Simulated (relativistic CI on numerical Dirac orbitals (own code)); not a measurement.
**Electric-dipole lines of Bi⁵⁷⁺**

Computed by Dirac-Coulomb-Breit CI, orbitals from a KLI potential per configuration, QED by a radiative potential, unscaled Slater integrals (own radial code, finite nucleus).

Configuration list (outside the closed core [Ne]): 3s2 3p6 3d8, 3s2 3p5 3d9, 3s2 3p4 3d10, 3s 3p6 3d9, 3p6 3d10, 3s 3p5 3d10, 3s2 3p6 3d7 4s, 3s2 3p6 3d7 4p, 3s2 3p4 3d9 4s, 3s2 3p6 3d7 4d, 3s2 3p4 3d9 4p, 3s2 3p5 3d8 4s, 3s2 3p6 3d7 4f, 3s2 3p4 3d9 4d, 3s 3p5 3d9 4s, 3s2 3p5 3d8 4p. Levels of other configurations are missing.

```
λ vac (Å)                      Lower                       Upper   A (s⁻¹)  log gf  S velocity/length
   4.4851       3s2 3p6 3d8 3F_4 [1]  3s2 3p5 3d8 4s 3F°_4 [184]  2.47e+13   -0.17               0.96
   4.5154       3s2 3p6 3d8 1D_2 [2]  3s2 3p5 3d8 4s 1F°_3 [180]  2.87e+13   -0.21               0.95
   4.5216       3s2 3p6 3d8 3F_4 [1]  3s2 3p5 3d8 4s 3G°_5 [170]  3.56e+13    0.08               0.95
   4.8856       3s2 3p6 3d8 3F_4 [1]   3s2 3p6 3d7 4p 3F°_4 [98]  2.12e+13   -0.17               0.97
   5.0215       3s2 3p6 3d8 3F_4 [1]   3s2 3p6 3d7 4p 3G°_5 [80]  1.55e+13   -0.19               0.96
   12.265       3s2 3p6 3d8 3F_2 [8]      3s2 3p5 3d9 3D°_1 [23]  1.19e+13   -0.09               0.83
   12.368     3s2 3p5 3d9 3F°_3 [17]      3s2 3p4 3d10 1D_2 [29]  1.27e+13    0.16               0.93
   12.523       3s2 3p6 3d8 1G_4 [6]      3s2 3p5 3d9 1F°_3 [20]  1.02e+13    0.22               0.81
   14.498     3s2 3p5 3d9 3F°_4 [10]        3s 3p6 3d9 3D_3 [24]  8.07e+12    0.25               0.92
   21.778       3s2 3p6 3d8 3F_4 [1]      3s2 3p5 3d9 3D°_3 [12]  3.15e+12    0.20               0.72
   22.265       3s2 3p6 3d8 3F_3 [4]      3s2 3p5 3d9 3D°_2 [14]  1.79e+12   -0.18               0.72
   22.505       3s2 3p6 3d8 1G_4 [6]      3s2 3p5 3d9 3F°_3 [17]  1.84e+12   -0.01               0.70
   22.657     3s2 3p5 3d9 3D°_3 [12]      3s2 3p4 3d10 3P_2 [19]  3.11e+12    0.08               0.91
   22.959       3s2 3p6 3d8 1D_2 [2]      3s2 3p5 3d9 1D°_2 [11]  1.66e+12   -0.18               0.77
   22.999       3s2 3p6 3d8 3F_4 [1]      3s2 3p5 3d9 3F°_4 [10]  7.48e+11   -0.27               0.73
   33.851  3s2 3p6 3d7 4p 3G°_5 [41]   3s2 3p6 3d7 4d 3H_6 [155]  1.70e+12    0.58               1.02
   39.301   3s2 3p6 3d7 4s 5F_5 [32]   3s2 3p6 3d7 4p 5G°_6 [95]  1.14e+12    0.54               1.08
   39.323   3s2 3p6 3d7 4s 5F_4 [39]  3s2 3p6 3d7 4p 5G°_5 [122]  1.12e+12    0.46               1.07
   39.413   3s2 3p6 3d7 4s 5F_5 [43]  3s2 3p6 3d7 4p 5G°_6 [125]  1.12e+12    0.53               1.09
   39.601   3s2 3p6 3d7 4s 3H_6 [51]  3s2 3p6 3d7 4p 3I°_7 [133]  1.13e+12    0.60               1.12
```

Terms are leading LS components. Brackets give the number of a level in order of energy, since labels repeat. The list gives strong lines, with weight on those to low levels, among the lowest 200 of 1397 levels, so that lines to higher ones, which can be the strongest, are missing. Levels whose partners in the same complex of configurations lie outside the list can be far off, and so can their lines. Rates are taken at the computed energies, electric ones in the length gauge. A velocity-to-length ratio far from 1 marks an uncertain rate.

At this charge energies of transitions that change n are usually good to better than 1 %, and those within a shell (Δn = 0) to a few per cent.

LS names give the leading component of a level, which can be under half, so a name can repeat, a term be missing and a line seem to break the LS rules.
